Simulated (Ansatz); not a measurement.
Born–Oppenheimer molecular dynamics of CH6AlNOS (11 atoms, charge 0, multiplicity 1). It starts from a rough guess of a transition structure, not a stationary point.

Theory: UKS B3LYP/STO-3G (Ansatz 0.2.0).

```json
{
  "ensemble": "NVE (velocity Verlet)",
  "time step": "0.5 fs",
  "steps asked": "150",
  "starting velocities drawn for": "300 K",
  "seed": "802685"
}
```

First frame:

```xyz
11
Properties=species:S:1:pos:R:3
Al 0.055 -0.287 1.654
N -0.593 0.316 -0.405
C 0.247 0.296 -1.586
S 0.083 1.782 2.108
H -0.352 1.342 0.422
O 0.285 -1.863 2.013
H -1.574 0.349 -0.660
H 1.290 0.346 -1.276
H 0.036 1.143 -2.246
H 0.103 -0.630 -2.150
H 0.421 -2.793 2.126
```

Problem. What does the run give?

Solution. The run went to its last step.

```
steps done                                               : 150
time covered                                             : 75 fs
mean temperature over the second half                    : 1728 K
spread of the potential energy over the second half      : 26.3 meV per atom
mean potential energy of the second half above the start : -151.2 meV per atom
```

The conserved energy stayed within 0.54 meV per atom of its start (net change -0.2 meV per atom), so the integration is sound. The kinetic energy rose, since the run started high on the potential surface and went downhill. A run of 0.075 ps of so small a system gives no equilibrium averages. The orbitals were unrestricted but ended closed-shell. Limits of this set-up: minimal basis.

Problem. What happens to the structure?

Solution. The planned step would form N2–H5 and break Al1–N2, S4–H5. These pairs go: N2–H5 1.34 → 4.21 Å, Al1–N2 2.24 → 1.83 Å, S4–H5 1.80 → 1.34 Å. In the last frame they stand as before the step (other bonds may differ from the relaxed reactants and products). It ends as one piece, CH6AlNOS. Pairs count as bonded within 1.25 times the sum of covalent radii (0.12 Å more for H–H). Another seed would give other details.

Problem. How do temperature and energy run in time?

Solution. 
```json
{"time (fs)": "0", "T (K)": "300", "potential energy less start (eV)": "0.000", "conserved less start (meV/atom)": "0.00"}
{"time (fs)": "6", "T (K)": "590", "potential energy less start (eV)": "-0.340", "conserved less start (meV/atom)": "-0.24"}
{"time (fs)": "12", "T (K)": "966", "potential energy less start (eV)": "-0.776", "conserved less start (meV/atom)": "-0.10"}
{"time (fs)": "18", "T (K)": "1636", "potential energy less start (eV)": "-1.557", "conserved less start (meV/atom)": "-0.24"}
{"time (fs)": "24", "T (K)": "1050", "potential energy less start (eV)": "-0.873", "conserved less start (meV/atom)": "-0.10"}
{"time (fs)": "30", "T (K)": "1418", "potential energy less start (eV)": "-1.305", "conserved less start (meV/atom)": "-0.37"}
{"time (fs)": "36", "T (K)": "1624", "potential energy less start (eV)": "-1.542", "conserved less start (meV/atom)": "-0.14"}
{"time (fs)": "42", "T (K)": "1648", "potential energy less start (eV)": "-1.569", "conserved less start (meV/atom)": "-0.13"}
{"time (fs)": "48", "T (K)": "1471", "potential energy less start (eV)": "-1.364", "conserved less start (meV/atom)": "-0.12"}
{"time (fs)": "54", "T (K)": "1411", "potential energy less start (eV)": "-1.293", "conserved less start (meV/atom)": "-0.09"}
{"time (fs)": "60", "T (K)": "2067", "potential energy less start (eV)": "-2.058", "conserved less start (meV/atom)": "-0.17"}
{"time (fs)": "66", "T (K)": "1822", "potential energy less start (eV)": "-1.770", "conserved less start (meV/atom)": "0.03"}
{"time (fs)": "72", "T (K)": "1771", "potential energy less start (eV)": "-1.713", "conserved less start (meV/atom)": "-0.16"}
```

Time of the run: 9.9 min on 1 thread of Arm Neoverse V1, with other jobs on the host, peak memory 0.15 GiB.
